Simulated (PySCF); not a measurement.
Mg(Et)(OH) (C₂H₆MgO), SMILES C[CH2][Mg][OH].

Geometry: ωB97X-D3(BJ)/def2-SVP. One conformer was computed; it need not be the lowest.

Level of theory: PySCF with r2SCAN/def2-TZVP.

Symmetry labels are those of the subgroup Cs that the program uses (full group Cs).

**Question.** List the valence orbital energies around the gap with their symmetry. (An estimate is asked for; the answer gives what the named calculation found.)

**Answer.** 
| orbital | symmetry | energy (eV) |
|---|---|---|
| HOMO−7 | A' | -11.22 |
| HOMO−6 | A" | -10.56 |
| HOMO−5 | A' | -10.02 |
| HOMO−4 | A' | -8.75 |
| HOMO−3 | A" | -8.11 |
| HOMO−2 | A' | -6.45 |
| HOMO−1 | A" | -6.45 |
| HOMO | A' | -5.68 |
| LUMO | A' | -0.97 |
| LUMO+1 | A' | 0.23 |
| LUMO+2 | A" | 0.35 |
| LUMO+3 | A' | 1.69 |
